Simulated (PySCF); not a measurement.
A mixed set of molecules. Computed with TDDFT wB97X-D/def2-SVPD, vertical, gas phase, core orbitals frozen in the response (PySCF). Geometries: GFN2-xTB; one conformer of each isolated species. Triplets are in the Tamm–Dancoff approximation. 'Strongest' means the level of largest summed f among the lowest 8 singlets; it needn't be the same kind of state in each.

**Question.** Rank by computed LUMO energy, highest first.
A. `CO[C@H](F)[SiH2][SiH2]F`
B. `[SiH3]c1cnn[nH]1`
C. `COC(C)(C)C`
D. `PP1CCOCC1`

**Answer.** C (2.30 eV), D (1.70 eV), B (1.17 eV), A (0.88 eV).

| SMILES | LUMO (eV) | strongest (eV) | α (au) | gap (eV) | f (strongest) | S1 mainly |
| --- | --- | --- | --- | --- | --- | --- |
| COC(C)(C)C | 2.30 | 9.36 | 66.8 | 11.50 | 0.06 | H→L (86%) |
| PP1CCOCC1 | 1.70 | 7.54 | 102.1 | 9.93 | 0.20 | H→L (91%) |
| [SiH3]c1cnn[nH]1 | 1.17 | 6.56 | 68.5 | 10.74 | 0.24 | H-1→L (87%) |
| CO[C@H](F)[SiH2][SiH2]F | 0.88 | 8.26 | 84.1 | 11.12 | 0.04 | H→L (80%) |

H and L stand for HOMO and LUMO.

- `COC(C)(C)C`: Löwdin shares by element: HOMO oxygen 57%, carbon 24% or more (atoms not listed hold the other 19%); LUMO carbon 46% or more (atoms not listed hold the other 54%).
- `PP1CCOCC1`: Löwdin shares by element: HOMO phosphorus 76%, carbon 14% or more; LUMO phosphorus 59%, carbon 10% or more (atoms not listed hold the other 31%).
- `[SiH3]c1cnn[nH]1`: Löwdin shares by element: HOMO carbon 53%, nitrogen 31% or more (atoms not listed hold the other 17%); LUMO nitrogen 38% or more, carbon 21% or more, silicon 14% (atoms not listed hold the other 28%).
- `CO[C@H](F)[SiH2][SiH2]F`: Löwdin shares by element: HOMO silicon 35%, carbon 22% or more, fluorine 11% or more (atoms not listed hold the other 32%); LUMO silicon 57%, hydrogen 14% or more (atoms not listed hold the other 28%).
